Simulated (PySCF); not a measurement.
Compound: C2H9NSi.
Z-matrix (Å and degrees, GFN2-xTB geometry), rows numbered from 1:
```
C 
N   1  1.4404
C   2  1.4404  1  112.09
Si  2  1.7195  1  121.38  3  -154.96
H   1  1.0944  2  109.84  3   -56.96
H   1  1.0978  2  111.99  3    62.90
H   1  1.0870  2  109.82  3  -176.52
H   3  1.0945  2  109.80  1    56.96
H   3  1.0870  2  109.78  1   176.51
H   3  1.0979  2  111.98  1   -62.93
H   4  1.4749  2  115.98  1    76.39
H   4  1.4622  2  105.09  1  -163.48
H   4  1.4622  2  105.10  1   -43.75
```

The calculation used PBE0/def2-SVPD in PySCF (dipole) on a GFN2-xTB geometry, gas phase.

Masses are those of the commonest isotopes; rigid-rotor values at the optimised geometry. 

Q: What are A, B and C (cm⁻¹)?

A: Ia = 58.48, Ib = 113.38, Ic = 158.98 u·Å²; 505379 MHz·u·Å²/I gives 8641, 4457 and 3179 MHz, that is A = 0.28824, B = 0.14868, C = 0.10604 cm⁻¹.

Q: Classify the top.

A: An asymmetric top. Ray's parameter κ = (2B − A − C)/(A − C) = -0.532; −1 is the prolate and +1 the oblate limit.

Q: Is it planar, by Δ = Ic − Ia − Ib?

A: Not planar: Δ = Ic − Ia − Ib = -12.89 u·Å². For a rigid frame Δ = −2 Σ m c², so Σ m c² = 6.44 u·Å² lies off the ab plane: 6.01 from hydrogen and 0.44 from heavier atoms. The atom farthest from that plane is 1.41 Å away.

Q: Where do the levels up to J = 5 lie, in MHz?

A: Above 0(0,0):
J = 1: 1(0,1) 7636, 1(1,1) 11820, 1(1,0) 13099
J = 2: 2(0,2) 22658, 2(1,2) 25815, 2(1,1) 29650, 2(2,1) 42201, 2(2,0) 42452
J = 3: 3(0,3) 44622, 3(1,3) 46662, 3(1,2) 54302, 3(2,2) 65111, 3(2,1) 66307, 3(3,1) 89370, 3(3,0) 89401
J = 4: 4(0,4) 73085, 4(1,4) 74229, 4(1,3) 86799, 4(2,3) 95459, 4(2,2) 98735, 4(3,2) 120337, 4(3,1) 120552, 4(4,1) 153730, 4(4,0) 153733
J = 5: 5(0,5) 107815, 5(1,5) 108391, 5(1,4) 126746, 5(2,4) 133086, 5(2,3) 139788, 5(3,3) 159104, 5(3,2) 159926, 5(4,2) 192468, 5(4,1) 192497, 5(5,1) 235361, 5(5,0) 235362

Q: Which lines would a microwave search look for?

A: The dipole components are |μa| = 0.77 D, |μb| = 0.00 D, |μc| = 0.23 D; the mirror of this Cs structure is the ac plane, so μb vanishes by symmetry and there are no b-type lines. Intensities carry the squares of the components, which stand as 1.00 : 0.09 (a : c). Some lines, for components of 0.1 D or more:

```tsv
type	branch	J(Ka,Kc)	MHz	lower level (cm⁻¹)
c	Q	4(1,4) ← 4(0,4)	1145	2.438
a	Q	3(2,1) ← 3(2,2)	1197	2.172
c	Q	3(1,3) ← 3(0,3)	2040	1.488
c	Q	2(1,2) ← 2(0,2)	3156	0.756
a	R	1(0,1) ← 0(0,0)	7636	0.000
c	R	1(1,0) ← 0(0,0)	13099	0.000
a	R	3(1,3) ← 2(1,2)	20847	0.861
a	R	4(1,4) ← 3(1,3)	27567	1.556
c	R	2(2,0) ← 1(1,0)	29354	0.437
a	R	4(2,3) ← 3(2,2)	30349	2.172
c	R	2(2,1) ← 1(1,1)	30381	0.394
a	R	4(3,1) ← 3(3,0)	31151	2.982
a	R	4(2,2) ← 3(2,1)	32428	2.212
a	R	4(1,3) ← 3(1,2)	32497	1.811
c	Q	4(4,1) ← 4(3,1)	33177	4.021
c	R	3(2,1) ← 2(1,1)	36657	0.989
c	R	3(2,2) ← 2(1,2)	39296	0.861
c	R	4(1,3) ← 3(0,3)	42177	1.488
c	R	4(2,2) ← 3(1,2)	44434	1.811
c	R	3(3,0) ← 2(2,0)	46949	1.416
c	R	3(3,1) ← 2(2,1)	47168	1.408
c	R	4(3,2) ← 3(2,2)	55226	2.172
```

Q: Estimate the classical rotational partition function at 25 K, 100 K and 200 K.

A: Point group Cs, symmetry number σ = 1; q = (√π/σ)·√((kT/h)³/(ABC)), k/h = 20836.6 MHz/K: 1900 at 25 K, 15200 at 100 K, 43100 at 200 K.

GFN2-xTB frequencies: not computed here. Constants of a rigid frame at the computed geometry: no zero-point averaging, no centrifugal distortion. A rigid rotor knows nothing of internal rotation, which can split or shift real lines. Quadrupole hyperfine structure (14N) is left out.
